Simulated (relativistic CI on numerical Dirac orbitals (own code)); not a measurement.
## Calculated levels, Nd⁴⁸⁺

Method of calculation: Dirac-Coulomb-Breit CI, KLI orbitals optimised for each configuration, QED by a radiative potential, unscaled Slater integrals (own radial code, finite nucleus).

Configuration list (outside the closed core [Ne]): 3s², 3s3p, 3p², 3s3d, 3d², 3p3d, 3p4s, 3d4s, 3s4s, 3s4p, 3s4d, 3s4f, 3s5s, 3s5p, 3s5d, 3s5f. Levels of other configurations are missing.

| No. | Configuration | Term | J | E (10³ cm⁻¹) | % | Next component (%) | Landé g | jj configuration (%) |
| --- | --- | --- | --- | --- | --- | --- | --- | --- |
| 1 | 3s² | ¹S | 0 | 0.0 | 99 | 1 3p² ¹S |  | closed (99) |
| 2 | 3s3p | ³P° | 0 | 813.4 | 100 |  |  | 3s 3p1/2 (100) |
| 3 | 3s3p | ³P° | 1 | 902.5 | 78 | 22 ¹P° | 1.378 | 3s 3p1/2 (98) |
| 4 | 3s3p | ³P° | 2 | 1925.2 | 100 |  | 1.492 | 3s 3p3/2 (100) |
| 5 | 3p² | ³P | 0 | 1959.5 | 71 | 28 ¹S |  | 3p1/2^2 (99) |
| 6 | 3s3p | ¹P° | 1 | 2166.3 | 77 | 22 ³P° | 1.104 | 3s 3p3/2 (98) |
| 7 | 3p² | ¹D | 2 | 2977.3 | 58 | 29 ³P | 1.136 | 3p1/2 3p3/2 (86) |
| 8 | 3p² | ³P | 1 | 2986.0 | 100 |  | 1.493 | 3p1/2 3p3/2 (100) |
| 9 | 3s3d | ³D | 1 | 3259.6 | 100 |  | 0.491 | 3s 3d3/2 (100) |
| 10 | 3s3d | ³D | 2 | 3315.0 | 82 | 11 ¹D | 1.148 | 3s 3d3/2 (83) |
| 11 | 3s3d | ³D | 3 | 3510.2 | 100 |  | 1.325 | 3s 3d5/2 (100) |
| 12 | 3s3d | ¹D | 2 | 3618.2 | 71 | 16 ³D | 1.081 | 3s 3d5/2 (82) |
| 13 | 3p3d | ³F° | 2 | 4139.5 | 76 | 20 ¹D° | 0.750 | 3p1/2 3d3/2 (100) |
| 14 | 3p² | ³P | 2 | 4168.8 | 55 | 39 ¹D | 1.268 | 3p3/2^2 (93) |
| 15 | 3p² | ¹S | 0 | 4270.7 | 70 | 28 ³P |  | 3p3/2^2 (98) |
| 16 | 3p3d | ³D° | 1 | 4352.4 | 56 | 26 ¹P° | 0.801 | 3p1/2 3d3/2 (99) |
| 17 | 3p3d | ³P° | 2 | 4504.4 | 46 | 33 ³D° | 1.266 | 3p1/2 3d5/2 (100) |
| 18 | 3p3d | ³F° | 3 | 4512.3 | 59 | 20 ³D° | 1.109 | 3p1/2 3d5/2 (97) |
| 19 | 3p3d | ³D° | 2 | 5327.4 | 48 | 31 ¹D° | 1.017 | 3p3/2 3d3/2 (96) |
| 20 | 3p3d | ³P° | 0 | 5394.0 | 100 |  |  | 3p3/2 3d3/2 (100) |
| 21 | 3p3d | ³F° | 3 | 5395.1 | 41 | 32 ³D° | 1.131 | 3p3/2 3d3/2 (89) |
| 22 | 3p3d | ³P° | 1 | 5398.3 | 64 | 33 ³D° | 1.148 | 3p3/2 3d3/2 (98) |
| 23 | 3p3d | ³F° | 4 | 5504.7 | 100 |  | 1.242 | 3p3/2 3d5/2 (100) |
| 24 | 3p3d | ³P° | 2 | 5587.5 | 51 | 32 ¹D° | 1.267 | 3p3/2 3d5/2 (96) |
| 25 | 3p3d | ¹F° | 3 | 5720.0 | 52 | 48 ³D° | 1.152 | 3p3/2 3d5/2 (91) |
| 26 | 3p3d | ¹P° | 1 | 5797.3 | 70 | 18 ³P° | 1.027 | 3p3/2 3d5/2 (97) |
| 27 | 3d² | ³F | 2 | 6596.8 | 79 | 18 ¹D | 0.737 | 3d3/2^2 (98) |
| 28 | 3d² | ³P | 0 | 6755.7 | 79 | 20 ¹S |  | 3d3/2^2 (95) |
| 29 | 3d² | ³F | 3 | 6821.8 | 100 |  | 1.075 | 3d3/2 3d5/2 (100) |
| 30 | 3d² | ³P | 2 | 6903.2 | 49 | 35 ¹D | 1.182 | 3d3/2 3d5/2 (98) |
| 31 | 3d² | ¹G | 4 | 6909.1 | 55 | 45 ³F | 1.105 | 3d3/2 3d5/2 (93) |
| 32 | 3d² | ³P | 1 | 6931.6 | 100 |  | 1.493 | 3d3/2 3d5/2 (100) |
| 33 | 3d² | ³F | 4 | 7112.6 | 55 | 45 ¹G | 1.130 | 3d5/2^2 (93) |
| 34 | 3d² | ³P | 2 | 7170.5 | 49 | 46 ¹D | 1.223 | 3d5/2^2 (99) |
| 35 | 3d² | ¹S | 0 | 7368.8 | 79 | 20 ³P |  | 3d5/2^2 (95) |
| 36 | 3s4s | ³S | 1 | 15504.1 | 100 |  | 1.993 | 3s 4s (100) |
| 37 | 3s4s | ¹S | 0 | 15597.5 | 100 |  |  | 3s 4s (100) |
| 38 | 3s4p | ³P° | 0 | 15932.0 | 99 | 1 3p4s ³P° |  | 3s 4p1/2 (99) |
| 39 | 3s4p | ³P° | 1 | 15940.5 | 68 | 31 ¹P° | 1.333 | 3s 4p1/2 (100) |
| 40 | 3s4p | ¹P° | 1 | 16348.4 | 48 | 24 ³P° | 1.197 | 3s 4p3/2 (72) |
| 41 | 3s4p | ³P° | 2 | 16382.8 | 100 |  | 1.495 | 3s 4p3/2 (100) |
| 42 | 3p4s | ³P° | 0 | 16481.8 | 99 | 1 3s4p ³P° |  | 3p1/2 4s (99) |
| 43 | 3p4s | ³P° | 1 | 16544.5 | 53 | 20 ¹P° | 1.296 | 3p1/2 4s (72) |
| 44 | 3s4d | ³D | 1 | 16861.9 | 100 |  | 0.496 | 3s 4d3/2 (100) |
| 45 | 3s4d | ³D | 2 | 16868.7 | 68 | 31 ¹D | 1.108 | 3s 4d3/2 (99) |

Energies count from the lowest computed level; ° marks odd parity. Filled j subshells are mostly left out of the jj labels.

The mean weight of the leading LS term, summed over parents, in these 45 levels is 76 %, and that of the leading jj configuration (from the same eigenvectors) 96 %, so jj coupling describes them better and the LS labels are nominal.

At this charge energies of transitions that change n are usually good to better than 1 %, and those within a shell (Δn = 0) to a few per cent.

LS names give the leading component of a level, which can be under half, so a name can repeat, a term be missing and a line seem to break the LS rules.
